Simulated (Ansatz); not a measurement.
Ansatz results at the PBE0-D4/def2-TZVP geometry: HOMO–LUMO gap (B3LYP/def2-TZVPP) 6.98 eV; HOMO–LUMO gap (PBE/def2-TZVPP) 5.29 eV; HOMO energy (ωB97M-V/def2-TZVPP) -10.09 eV.

Each molecule was computed in one conformer, which needn't be the lowest.

Problem. Which molecule gave them?
A. `C[BH][GeH2][SiH3]`
B. `C=C([SiH3])CF`
C. `C/C=C(\F)[SiH3]`
D. `C/N=C(/O)C#N`

Solution. B. The others give `C[BH][GeH2][SiH3]`: 5.34, 3.70, -9.59; `C/N=C(/O)C#N`: 6.34, 4.45, -10.62; `C/C=C(\F)[SiH3]`: 6.82, 5.08, -9.56.

B3LYP here is the variant with VWN-RPA as its local correlation; programs differ in this.
